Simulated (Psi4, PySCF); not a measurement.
Here is a job for PySCF.
```python
from pyscf import gto, scf, mp

mol = gto.M(
    atom='''
B    -0.731306    0.036652   -0.007048
N     0.600864   -0.030115    0.005791
H    -1.510171   -0.846000   -0.168638
H    -1.420984    0.992907    0.140388
H     1.233218    0.751516   -0.169297
H     1.148421   -0.870881    0.192251
''',
    basis='sto-3g',
    charge=1,
    spin=1,
    verbose=3,
)

mf = scf.UHF(mol)
mf.kernel()

pt = mp.MP2(mf, frozen=2)
pt.kernel()
print('E(MP2) = %.10f' % pt.e_tot)
```

Problem. Convert this to an input for Psi4.

Solution. One answer among several that fit: 
```
memory 2 GB

molecule {
1 2
  B    -0.73130621    0.03665242   -0.00704812
  N     0.60086384   -0.03011476    0.00579095
  H    -1.51017053   -0.84599977   -0.16863775
  H    -1.42098447    0.99290666    0.14038813
  H     1.23321839    0.75151551   -0.16929741
  H     1.14842081   -0.87088115    0.19225095
}

set basis sto-3g
set reference uhf
set freeze_core true
set mp2_type conv
set scf_type pk
set puream true
set d_convergence 1e-8

energy('mp2')
print_variables()
```

Both were run: PySCF gave -80.214788 Eh and Psi4 -80.214788 Eh, 0.000 mEh apart.
